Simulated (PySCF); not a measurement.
## Correlation energy of Rb²⁴⁺ (rubidium, charge +24)

[Ne] 3s2 3p1, 2P determinant. Calculation: PySCF 2.14, in an uncontracted even-tempered set (18 s from 2.5 bohr⁻², ratio 2.5; 12 p from 3.2 bohr⁻², ratio 2.5; 5 d from 14 bohr⁻², ratio 2.7; 4 f from 22 bohr⁻², ratio 2.7); scalar relativity by spin-free X2C-1e. Frozen: 1s2; 11 electrons correlated; the 22 highest virtual orbitals of each spin left out.

| level | correlation energy (mhartree) |
| --- | --- |
| CCSD | -477.78 |
| (T) | -1.82 |
| CCSD(T) | -479.60 |

Diagnostics: T1 = 0.0015, D1 = 0.0065, largest double amplitude 0.074.

Question: Is a single reference adequate?

Answer: Mostly. T1 lies below 0.03, but a double amplitude of this size points to a near-degeneracy that CCSD handles and MP2 describes poorly.

At this charge the one-electron X2C treatment keeps the bare 1/r₁₂, with no two-electron picture change or Breit term. The effect here is smaller than on the frozen 1s shell; and a scalar Hamiltonian misses the large spin-orbit splitting of the p shells, which matters for ns² → np² pairs.
